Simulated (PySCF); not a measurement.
SiH3Cl, SMILES [SiH3]Cl. Geometry optimised at B3LYP-D3(BJ)/def2-TZVP. The isomer is the one that the SMILES or the coordinates give; other isomers of the formula were not compared.

Calculation: B3LYP-D3(BJ)/def2-TZVP in PySCF.

Harmonic wavenumbers (cm⁻¹): 535, 661, 661, 957, 960, 960, 2251, 2263, 2263. Rotational constants (GHz): 85.30, 6.525, 6.525; symmetry number 3.

Work out the zero-point energy and the ideal-gas rigid-rotor harmonic-oscillator thermochemistry at 298.15 K and 1 atm.

ZPE = ½ Σ hcν = ½ × 11509 cm⁻¹ = 16.45 kcal/mol. H − E(el) = 19.19 kcal/mol. Entropy in cal/(mol K): translation 38.50, rotation 19.83, vibration 1.62, total 59.95. G − E(el) = 1.32 kcal/mol. Cp = 12.22 cal/(mol K).
